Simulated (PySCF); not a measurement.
## Telling isomers of C₅H₁₃NO₃Si apart by NMR

Theoretical values (PySCF 2.14): geometry from GFN2-xTB, GIAO PBE0/pcSseg-1 shieldings. One computed conformer, isolated molecule, no relativistic terms, one averaged value for each set of equivalent atoms.

Scale: 1H (31.72 ppm) and 13C (186.93 ppm) against TMS (reference shieldings calculated alike). Where no couplings were computed, multiplicities follow the n + 1 count of equivalent neighbours, and m marks all less simple cases (inequivalent or close neighbours, rings, F or P nearby). Shifts are as computed. Against solution values, carbons near 30 ppm lie about +3 ppm off and those near 130 ppm about +5 ppm. Of 1211 compounds with measured shifts, 218 miss one by over three times the rms of a fit or turn the order of signals round; such compounds aren't used in these exercises. OH and NH positions are gas-phase values without hydrogen bonding to other molecules.

(1) Tabulate the signals of `C[C@@H](C=O)O[Si@H](O)N(C)C`, `CCO[Si]1(N)OCCCO1`, `CN[Si@@H]1OCC[C@@H](OC)O1` and their relative energies.

(2) What is the quickest way to tell CCO[Si]1(N)OCCCO1 from CN[Si@@H]1OCC[C@@H](OC)O1?

(3) What is the quickest way to tell C[C@@H](C=O)O[Si@H](O)N(C)C from CN[Si@@H]1OCC[C@@H](OC)O1?

(4) What is the quickest way to tell C[C@@H](C=O)O[Si@H](O)N(C)C from CCO[Si]1(N)OCCCO1?

Answers

(1) 
```tsv
SMILES	carbon types	δC	δH	E rel. (kcal/mol)
C[C@@H](C=O)O[Si@H](O)N(C)C	2×CH 3×CH3	212.5, 77.7, 38.2, 19.1	9.82 (d, 1H), 4.59 (s, 1H), 4.54 (m, 1H), 3.86 (br s, 1H), 2.62 (s, 6H), 1.56 (d, 3H)	41.5
CCO[Si]1(N)OCCCO1	4×CH2 1×CH3	68.6, 61.8, 36.3, 20.2	4.43 (m, 2H), 4.31 (m, 2H), 4.00 (q, 2H), 2.10 (m, 1H), 1.22 (m, 1H), 1.21 (t, 3H), 0.31 (br s, 2H)	0.0
CN[Si@@H]1OCC[C@@H](OC)O1	1×CH 2×CH2 2×CH3	100.6, 60.5, 57.0, 40.9, 28.1	5.09 (m, 1H), 5.09 (s, 1H), 4.85 (m, 1H), 3.99 (m, 1H), 3.75 (s, 3H), 2.68 (s, 3H), 2.26 (m, 1H), 1.52 (m, 1H), 0.34 (br s, 1H)	43.7
```

Energies are electronic energies at PBE0/pcSseg-1 on these geometries, without zero-point or thermal terms, each for the one conformer computed, which needn't be the lowest.

(2) Count the carbon signals: 4 against 5. The first has an sp3 CH2 bonded to O at 68.6 ppm, the second an sp3 carbon bearing two oxygens (CH) at 100.6 ppm. In the proton spectra the most deshielded non-exchanging signals are 4.43 (m, 2H) and 5.09 (m, 1H).

(3) Count the carbon signals: 4 against 5. The first has an aldehyde carbonyl carbon (CH) at 212.5 ppm, the second an sp3 CH2 bonded to O at 60.5 ppm. Their most deshielded carbons lie at 212.5 and 100.6 ppm. In the proton spectra the most deshielded non-exchanging signals are 9.82 (d, 1H) and 5.09 (m, 1H).

(4) Both give the same number of carbon signals, but DEPT or the intensities differ. The first has an aldehyde carbonyl carbon (CH) at 212.5 ppm, the second an sp3 CH2 bonded to O at 68.6 ppm. In the proton spectra the most deshielded non-exchanging signals are 9.82 (d, 1H) and 4.43 (m, 2H).
